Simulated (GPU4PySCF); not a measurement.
A structure optimised at PBE-D3(BJ)/def2-SVP, used in a GPU4PySCF frequency run:

```xyz
40

O      0.0000     2.2866     5.7444
C      0.0000     1.2595     5.0747
N      0.0000     0.0000     5.6827
C      0.0000    -1.2595     5.0747
O      0.0000    -2.2866     5.7444
C      0.0000    -1.2351     3.5867
C      0.0000    -2.4405     2.8855
C      0.0000    -2.4461     1.4828
C      0.0000    -1.2539     0.7347
C      0.0000    -1.2539    -0.7347
C      0.0000    -2.4461    -1.4828
C      0.0000    -2.4405    -2.8855
C      0.0000    -1.2351    -3.5867
C      0.0000     0.0000    -2.8752
C      0.0000     1.2351    -3.5867
C      0.0000     2.4405    -2.8855
C      0.0000     2.4461    -1.4828
C      0.0000     1.2539    -0.7347
C      0.0000     1.2539     0.7347
C      0.0000     2.4461     1.4828
C      0.0000     2.4405     2.8855
C      0.0000     1.2351     3.5867
C      0.0000     0.0000     2.8752
C      0.0000     0.0000     1.4369
C      0.0000     0.0000    -1.4369
C      0.0000     1.2595    -5.0747
O      0.0000     2.2866    -5.7444
N      0.0000     0.0000    -5.6827
C      0.0000    -1.2595    -5.0747
O      0.0000    -2.2866    -5.7444
H      0.0000     0.0000     6.7086
H      0.0000    -3.3770     3.4625
H      0.0000    -3.4159     0.9685
H      0.0000    -3.4159    -0.9685
H      0.0000    -3.3770    -3.4625
H      0.0000     3.3770    -3.4625
H      0.0000     3.4159    -0.9685
H      0.0000     3.4159     0.9685
H      0.0000     3.3770     3.4625
H      0.0000     0.0000    -6.7086
```

### Question
Write its SMILES, formula and point group.

### Answer
O=C1NC(=O)c2ccc3c4ccc5c6c(ccc(c7ccc1c2c73)c64)C(=O)NC5=O, C₂₄H₁₀N₂O₄, D2h

### Question
What are its rotational constants (standard atomic weights)?

### Answer
0.41212, 0.087220, 0.071985 GHz
